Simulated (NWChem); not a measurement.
System: GeH cation, singlet

NWChem input:

```
start job
memory heap 200 mb stack 700 mb global 900 mb
charge 1
geometry units angstroms noautosym nocenter noautoz
  Ge     0.000000     0.000000    -0.037060
  H      0.000000     0.000000     1.568795
end
basis spherical
  * library pcsseg-1
end
dft
  xc slater vwn_5
  iterations 150
end
property
  shielding
end
task dft property
```

NWChem printed, in part:

```
             Northwest Computational Chemistry Package (NWChem) 7.3.0
             --------------------------------------------------------

                             Geometry "geometry" -> ""
                             -------------------------

 Output coordinates in angstroms (scale by  1.889725989 to convert to a.u.)

  No.       Tag          Charge          X              Y              Z
 ---- ---------------- ---------- -------------- -------------- --------------
    1 Ge                  32.0000     0.00000000     0.00000000    -0.03706000
    2 H                    1.0000     0.00000000     0.00000000     1.56879500

 Effective nuclear repulsion energy (a.u.)      10.5449570279

                              NWChem Property Module
                              ----------------------

  itol2e modified to match energy
  convergence criterion.

                                 NWChem DFT Module
                                 -----------------

 Summary of "ao basis" -> "ao basis" (spherical)
 ------------------------------------------------------------------------------
       Tag                 Description            Shells   Functions and Types
 ---------------- ------------------------------  ------  ---------------------
 Ge                         pcsseg-1                15       41   5s7p3d
 H                          pcsseg-1                 3        5   2s1p

  itol2e modified to match energy
  convergence criterion.

            General Information
            -------------------
          SCF calculation type: DFT
          Wavefunction type:  closed shell.
          No. of atoms     :     2
          No. of electrons :    32
           Alpha electrons :    16
            Beta electrons :    16
          Charge           :     1
          Spin multiplicity:     1
          Use of symmetry is: off; symmetry adaption is: off
          Maximum number of iterations: 150
          AO basis - number of functions:    46
                     number of shells:    18
          Convergence on energy requested:  1.00D-07
          Convergence on density requested:  1.00D-05
          Convergence on gradient requested:  5.00D-04

              XC Information
              --------------
                        Slater Exchange Functional  1.000 local
                      VWN V Correlation Functional  1.000 local

             Grid Information
             ----------------
          Grid used for XC integration:  fine
          Radial quadrature: Mura-Knowles
          Angular quadrature: Lebedev.
          Tag              B.-S. Rad. Rad. Pts. Rad. Cut. Ang. Pts.
          ---              ---------- --------- --------- ---------
          Ge                  1.25      140           8.0       974
          H                   0.35       60           8.0       590
          Grid pruning is: on
          Number of quadrature shells:   200
          Spatial weights used:  Erf1

      Superposition of Atomic Density Guess
      -------------------------------------

 Sum of atomic energies:       -2075.55879197

 Renormalizing density from      33.00 to     32

      Non-variational initial energy
      ------------------------------

 Total energy =   -2036.637450
 1-e energy   =   -2828.512946
 2-e energy   =     781.330539
 HOMO         =      -0.684846
 LUMO         =      -0.501059

   convergence    iter        energy       DeltaE   RMS-Dens  Diis-err
 ---------------- ----- ----------------- --------- --------- ---------
 d= 0,ls=0.0,diis     1  -2073.2806981286 -2.08D+03  5.84D-02  2.26D+01
 d= 0,ls=0.0,diis     2  -2072.4187423186  8.62D-01  4.11D-02  4.71D+01
 d= 0,ls=0.0,diis     3  -2073.8579834046 -1.44D+00  6.82D-03  2.22D-01
 d= 0,ls=0.0,diis     4  -2073.8675075130 -9.52D-03  2.23D-03  6.96D-03
 d= 0,ls=0.0,diis     5  -2073.8679675682 -4.60D-04  7.90D-04  6.47D-04
  Resetting Diis
 d= 0,ls=0.0,diis     6  -2073.8681526355 -1.85D-04  3.92D-05  2.11D-06
 d= 0,ls=0.0,diis     7  -2073.8681529699 -3.34D-07  1.18D-05  1.10D-07
 d= 0,ls=0.0,diis     8  -2073.8681529737 -3.84D-09  3.78D-06  1.72D-07

         Total DFT energy =    -2073.868152973744
      One electron energy =    -2904.915448845596
           Coulomb energy =      896.411943565305
    Exchange-Corr. energy =      -75.909604721323
 Nuclear repulsion energy =       10.544957027870

 Numeric. integr. density =       31.999998925279

                       DFT Final Molecular Orbital Analysis
                       ------------------------------------

 Vector   14  Occ=2.000000D+00  E=-1.433930D+00
              MO Center=  1.0D-11, -1.7D-11, -3.4D-02, r^2= 2.0D-01
   Bfn.  Coefficient  Atom+Function         Bfn.  Coefficient  Atom+Function
  ----- ------------  ---------------      ----- ------------  ---------------
    29      0.907190  1 Ge d  0              34      0.198138  1 Ge d  0

 Vector   15  Occ=2.000000D+00  E=-7.507923D-01
              MO Center=  2.9D-11, -1.8D-10,  3.3D-01, r^2= 1.4D+00
   Bfn.  Coefficient  Atom+Function         Bfn.  Coefficient  Atom+Function
  ----- ------------  ---------------      ----- ------------  ---------------
     4      0.823568  1 Ge s                  3     -0.610514  1 Ge s
     2      0.239169  1 Ge s                  5      0.234928  1 Ge s
    42      0.197995  2 H  s                 23      0.089213  1 Ge pz
    26      0.048537  1 Ge pz                 1     -0.033545  1 Ge s
    17     -0.030976  1 Ge pz

 Vector   16  Occ=2.000000D+00  E=-5.165122D-01
              MO Center=  3.2D-11, -1.3D-11,  3.3D-01, r^2= 2.3D+00
   Bfn.  Coefficient  Atom+Function         Bfn.  Coefficient  Atom+Function
  ----- ------------  ---------------      ----- ------------  ---------------
    23      0.392322  1 Ge pz                42      0.383998  2 H  s
     4     -0.354559  1 Ge s                 26      0.319110  1 Ge pz
     3      0.243954  1 Ge s                  5     -0.172961  1 Ge s
    43      0.154709  2 H  s                 17     -0.132539  1 Ge pz
    20     -0.105859  1 Ge pz                 2     -0.093579  1 Ge s

 Vector   17  Occ=0.000000D+00  E=-4.236002D-01
              MO Center= -2.7D-10, -2.0D-10,  3.3D-03, r^2= 2.2D+00
   Bfn.  Coefficient  Atom+Function         Bfn.  Coefficient  Atom+Function
  ----- ------------  ---------------      ----- ------------  ---------------
    24      0.415830  1 Ge px                21      0.409777  1 Ge px
    25      0.402732  1 Ge py                22      0.396869  1 Ge py
    15     -0.129286  1 Ge px                16     -0.125213  1 Ge py
    18     -0.104456  1 Ge px                19     -0.101166  1 Ge py
     9      0.040506  1 Ge px                10      0.039230  1 Ge py

 Vector   18  Occ=0.000000D+00  E=-4.236002D-01
              MO Center=  1.8D-10, -3.3D-10,  3.3D-03, r^2= 2.2D+00
   Bfn.  Coefficient  Atom+Function         Bfn.  Coefficient  Atom+Function
  ----- ------------  ---------------      ----- ------------  ---------------
    25     -0.415830  1 Ge py                22     -0.409777  1 Ge py
    24      0.402732  1 Ge px                21      0.396869  1 Ge px
    16      0.129286  1 Ge py                15     -0.125213  1 Ge px
    19      0.104456  1 Ge py                18     -0.101166  1 Ge px
    10     -0.040506  1 Ge py                 9      0.039230  1 Ge px

[...]

          -----------------------------------------
          Chemical Shielding Tensors (GIAO, in ppm)
          -----------------------------------------

                                NWChem CPHF Module
                                ------------------

  scftype          =     RHF
  nclosed          =       16
  nopen            =        0
  variables        =      480
  # of vectors     =        3
  tolerance        = 0.10D-03
  level shift      = 0.00D+00
  max iterations   =       50
  max subspace     =       30

 SCF residual:    5.2246991311397709E-005

Iterative solution of linear equations
  No. of variables      480
  No. of equations        3
  Maximum subspace       30
        Iterations       50
       Convergence  1.0D-04

   iter   nsub   residual    time
   ----  ------  --------  ---------
     1      3    1.38D-04      12.3
     2      6    3.78D-09      13.8

      Atom:    1  Ge
        Diamagnetic
   2751.9208      0.0000     -0.0000
      0.0000   2751.9208      0.0000
     -0.0000      0.0000   2747.6599

        Paramagnetic
  -5921.4232      0.0000      0.0000
      0.0000  -5921.4232     -0.0000
      0.0000     -0.0000     -0.0000

        Total Shielding Tensor
  -3169.5024      0.0000      0.0000
      0.0000  -3169.5024     -0.0000
      0.0000     -0.0000   2747.6599

           isotropic =   -1197.1150
          anisotropy =   -2958.5811

          Principal Components and Axis System
                 1           2           3
            -3169.5024  -3169.5024   2747.6599

      1        -0.6953      0.7188      0.0000
      2         0.7188      0.6953     -0.0000
      3         0.0000      0.0000      1.0000

      Atom:    2  H
        Diamagnetic
     16.5909     -0.0000      0.0000
     -0.0000     16.5909      0.0000
      0.0000      0.0000     35.9913

        Paramagnetic
     -2.7244      0.0000      0.0000
      0.0000     -2.7244     -0.0000
      0.0000     -0.0000     -0.0000

        Total Shielding Tensor
     13.8665      0.0000      0.0000
      0.0000     13.8665     -0.0000
      0.0000     -0.0000     35.9913

           isotropic =      21.2414
          anisotropy =      22.1249

          Principal Components and Axis System
                 1           2           3
               35.9913     13.8665     13.8665

      1         0.0000      0.7034      0.7108
      2        -0.0000      0.7108     -0.7034
      3         1.0000      0.0000     -0.0000
```

Level: LDA (Slater exchange, VWN5)/pcSseg-1, GIAO. Low-valent species are run as closed-shell singlets; no triplet was tried in these runs. Geometry: optimised at B3LYP/6-31G* (spherical d). The printed shielding anisotropy is the first printed principal value minus the mean of the other two.
